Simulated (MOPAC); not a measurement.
A run for MOPAC: PM7 on CH4OSe (SMILES CO[SeH]), a point of a torsion scan.

```
PM7 1SCF PRECISE CHARGE=0 THREADS=1
CH4OSe

C     -0.83896839 1    -0.17696883 1     0.08123966 1
O      0.10705723 1     0.70218522 1    -0.48899930 1
Se     0.26624001 1     0.80259476 1    -2.29401000 1
H     -1.15158134 1    -0.96749558 1    -0.60367650 1
H     -1.72332097 1     0.38013746 1     0.40227294 1
H     -0.36427445 1    -0.63028693 1     0.95353257 1
H      1.25387521 1    -0.27343982 1    -2.43443380 1
```

It printed:

```
*******************************************************************************
 **                                                                           **
 **                              MOPAC v23.2.5                                **
 **                                                                           **
 *******************************************************************************
 ** MOPAC's Digital Object Identifier: https://doi.org/10.5281/zenodo.6511958 **
 **                                                                           **
 ** Please cite the open-source release paper for use of this MOPAC version:  **
 ** J. E. Moussa and J. J. P. Stewart (2026)                                  **
 ** MOPAC: An open-source semiempirical molecular orbital program             **
 ** J. Open Source Softw., 11(119), 8025, https://doi.org/10.21105/joss.08025 **
 *******************************************************************************

                              PM7 CALCULATION RESULTS

 *******************************************************************************
 *  PM7        - The PM7 Hamiltonian to be used
 *
 *
 *
 *                 CHARGE ON SYSTEM = 0
 *
 *
 *
 *  PRECISE    - TIGHTER CRITERIA TO BE USED
 *  1SCF       - DO 1 SCF AND THEN STOP
 *  THREADS=1  - MULTI-THREADING NOT USED
 *  T=         - A TIME OF 172800.0 SECONDS REQUESTED
 *  DUMP=N     - RESTART FILE WRITTEN EVERY 7200.0 SECONDS REQUESTED
 *******************************************************************************
PM7 1SCF PRECISE CHARGE=0 THREADS=1
 CH4OSe

   ATOM   CHEMICAL          X               Y               Z
  NUMBER   SYMBOL      (ANGSTROMS)     (ANGSTROMS)     (ANGSTROMS)

     1       C         -0.83896839  *  -0.17696883  *   0.08123966  *
     2       O          0.10705723  *   0.70218522  *  -0.48899930  *
     3      Se          0.26624001  *   0.80259476  *  -2.29401000  *
     4       H         -1.15158134  *  -0.96749558  *  -0.60367650  *
     5       H         -1.72332097  *   0.38013746  *   0.40227294  *
     6       H         -0.36427445  *  -0.63028693  *   0.95353257  *
     7       H          1.25387521  *  -0.27343982  *  -2.43443380  *



          CARTESIAN COORDINATES

    NO.       ATOM           X           Y           Z

     1         C         -0.8390     -0.1770      0.0812
     2         O          0.1071      0.7022     -0.4890
     3        Se          0.2662      0.8026     -2.2940
     4         H         -1.1516     -0.9675     -0.6037
     5         H         -1.7233      0.3801      0.4023
     6         H         -0.3643     -0.6303      0.9535
     7         H          1.2539     -0.2734     -2.4344

 General Reference for PM7:
 "Optimization of Parameters for Semiempirical Methods VI: More Modifications to the
 NDDO Approximations and Re-optimization of Parameters", J. J. P. Stewart, J. Mol. Mod., 1:32, 19 (2013)
 https://link.springer.com/article/10.1007/s00894-012-1667-x

           Empirical Formula: C H4 O Se  =     7 atoms



      MOLECULAR POINT GROUP   :   C1


      RHF CALCULATION, NO. OF DOUBLY OCCUPIED LEVELS = 10


 -------------------------------------------------------------------------------
 PM7 1SCF PRECISE CHARGE=0 THREADS=1
 CH4OSe



     1SCF WAS SPECIFIED, SO BFGS WAS NOT USED
     SCF FIELD WAS ACHIEVED


                              PM7 CALCULATION
                                                       MOPAC v23.2.5 Linux




          FINAL HEAT OF FORMATION =        -51.68679 KCAL/MOL =    -216.25751 KJ/MOL


          COSMO AREA              =         98.25 SQUARE ANGSTROMS
          COSMO VOLUME            =         82.19 CUBIC ANGSTROMS

          IONIZATION POTENTIAL    =          8.133996 EV
          HOMO LUMO ENERGIES (EV) =         -8.134 -0.542
          NO. OF FILLED LEVELS    =         10
          MOLECULAR WEIGHT        =        111.0020         POINT GROUP:  C1

          MOLECULAR DIMENSIONS (Angstroms)

            Atom       Atom       Distance
            H     7    H     5     4.16386
           Se     3    H     6     2.65549
            H     4    O     2     1.94273


          SCF CALCULATIONS        =          1





   ATOM   CHEMICAL          X               Y               Z
  NUMBER   SYMBOL      (ANGSTROMS)     (ANGSTROMS)     (ANGSTROMS)

     1       C         -0.83896839  *  -0.17696883  *   0.08123966  *
     2       O          0.10705723  *   0.70218522  *  -0.48899930  *
     3      Se          0.26624001  *   0.80259476  *  -2.29401000  *
     4       H         -1.15158134  *  -0.96749558  *  -0.60367650  *
     5       H         -1.72332097  *   0.38013746  *   0.40227294  *
     6       H         -0.36427445  *  -0.63028693  *   0.95353257  *
     7       H          1.25387521  *  -0.27343982  *  -2.43443380  *

                             CARTESIAN COORDINATES

   1    C       -0.838968390    -0.176968830     0.081239660
   2    O        0.107057230     0.702185220    -0.488999300
   3   Se        0.266240010     0.802594760    -2.294010000
   4    H       -1.151581340    -0.967495580    -0.603676500
   5    H       -1.723320970     0.380137460     0.402272940
   6    H       -0.364274450    -0.630286930     0.953532570
   7    H        1.253875210    -0.273439820    -2.434433800


           Empirical Formula: C H4 O Se  =     7 atoms



      MOLECULAR POINT GROUP   :   C1


                  EIGENVALUES
 -28.13078 -24.10577 -22.59047 -15.37700 -14.92135 -14.71421 -12.04045 -10.81408
  -9.83138  -8.13400  -0.54153   1.50405   4.14831   5.69035   5.82412   6.46319


              NET ATOMIC CHARGES AND DIPOLE CONTRIBUTIONS

  ATOM NO.   TYPE          CHARGE      No. of ELECS.   s-Pop       p-Pop
    1          C          -0.157452        4.1575     1.07334     3.08411
    2          O          -0.551760        6.5518     1.87395     4.67781
    3         Se           0.300468        5.6995     1.94348     3.75605
    4          H           0.110250        0.8898     0.88975
    5          H           0.123829        0.8762     0.87617
    6          H           0.131129        0.8689     0.86887
    7          H           0.043537        0.9565     0.95646
 DIPOLE           X         Y         Z       TOTAL
 POINT-CHG.    -0.867    -1.309    -2.065     2.594
 HYBRID         0.564    -0.641     0.484     0.982
 SUM           -0.303    -1.950    -1.581     2.529


          ATOMIC ORBITAL ELECTRON POPULATIONS

     Atom    s        px        py        pz
    1  C   1.07334   1.00290   1.00736   1.07385
    2  O   1.87395   1.63034   1.67116   1.37630
    3 Se   1.94348   1.56506   1.48647   0.70452
    4  H   0.88975
    5  H   0.87617
    6  H   0.86887
    7  H   0.95646

 **********************
 *                    *
 * JOB ENDED NORMALLY *
 *                    *
 **********************




 == MOPAC DONE ==
```

The run finished.

Cost: around 0.05 core-seconds (rough).
